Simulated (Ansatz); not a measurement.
`C[SiH2]C1N=CO1` + H₂ → `C1=NCO1` + `C[SiH3]` at 700 K and 1 bar (hydrogenolysis of a C–Si bond).

Isolated molecules relaxed with PBE0-D4/def2-TZVP in Ansatz; ΔE leaves out vibrations. CCSD(T)/CBS adds triple-zeta CCSD(T) − MP2 to the extrapolated MP2 energy (def2 sets, frozen cores). This one scheme is used for every species. One conformer a species, not always the lowest.

```tsv
species	CCSD(T)/CBS energy (Eh)	H − E (kJ/mol)	S (J/(mol·K))
`C[SiH2]C1N=CO1`	-537.26678	339.4	486.8
H₂	-1.17544	46.8	155.3
`C1=NCO1`	-207.71182	179.6	323.4
`C[SiH3]`	-330.73916	210.8	332.0
```

H − E and S are ideal-gas, rigid-rotor, harmonic terms from PBE0-D4/def2-TZVP, for one conformer and one mirror image of each species. The MP2-based limit puts H₂ 0.8 mEh under its directly extrapolated value; such offsets cancel only in part. 1 Eh = 2625.50 kJ/mol, R = 8.31446 J/(mol·K).

**Question.** By hand: ΔE, ΔH, ΔS and ΔG.

**Answer.** ΔE = (-207.71182) + (-330.73916) − (-537.26678) − (-1.17544) = -0.00876 Eh = -23.0 kJ/mol. Δ(H − E) = 179.6 + 210.8 − 339.4 − 46.8 = 4.2, so ΔH = -18.8 kJ/mol. ΔS = 323.4 + 332.0 − 486.8 − 155.3 = 13.3 J/(mol·K). ΔG = -18.8 − 700 × (13.3)/1000 = -28.1 kJ/mol.

**Question.** By hand: the equilibrium constant, and the temperature at which ΔG would vanish if ΔH and ΔS stayed fixed.

**Answer.** log₁₀ K = −ΔG/(RT ln 10) = 2.1. ΔH and −TΔS have one sign here, so there is no such temperature.

TΔS isn't small against ΔH here. A doubt of 5 kJ/mol in ΔE shifts log₁₀ K by 0.4 here. Other conformers and mirror images would add mixing entropy, several J/(mol·K) or more a flexible species. These are equilibria of isolated gas molecules and say nothing of rates. Largest T1 diagnostic: 0.015 (customary marks: 0.02 for closed shells, 0.045 for open ones).
